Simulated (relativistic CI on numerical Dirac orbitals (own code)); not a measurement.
Calculated at this level of theory: Dirac-Coulomb-Breit CI, KLI orbitals optimised for each configuration, a model potential for QED, unscaled Slater integrals (own radial code, finite nucleus).

Configuration list (outside the closed core 1s2): 2s, 2p, 3s, 3p, 3d, 4s, 4p, 4d, 4f, 5s, 5p, 5d, 5f, 5g, 6s, 6p, 6d. Levels of other configurations are missing.

At this charge energies of transitions that change n are usually good to better than 1 %, and those within a shell (Δn = 0) to a few per cent.

Outline of the computed level scheme of Sb XLIX. Lowest level of each configuration: 2s ²S1/2 at 0.00 eV; 2p ²P°1/2 at 111.00 eV; 3s ²S1/2 at 4872.60 eV; 3p ²P°1/2 at 4903.23 eV; 3d ²D3/2 at 4999.49 eV; 4s ²S1/2 at 6553.27 eV; 4p ²P°1/2 at 6565.82 eV; 4d ²D3/2 at 6606.28 eV; 4f ²F°5/2 at 6617.65 eV.

Some strong electric-dipole decays among the lowest 15 levels: 3d ²D5/2 → 2p ²P°3/2 (3.7e+14 s⁻¹); 3d ²D3/2 → 2p ²P°1/2 (3.3e+14 s⁻¹); 3p ²P°1/2 → 2s ²S1/2 (1.4e+14 s⁻¹); 3p ²P°3/2 → 2s ²S1/2 (1.2e+14 s⁻¹); 4d ²D5/2 → 2p ²P°3/2 (1.2e+14 s⁻¹); 4d ²D3/2 → 2p ²P°1/2 (1.1e+14 s⁻¹); 4f ²F°7/2 → 3d ²D5/2 (7.9e+13 s⁻¹); 4f ²F°5/2 → 3d ²D3/2 (7.5e+13 s⁻¹).
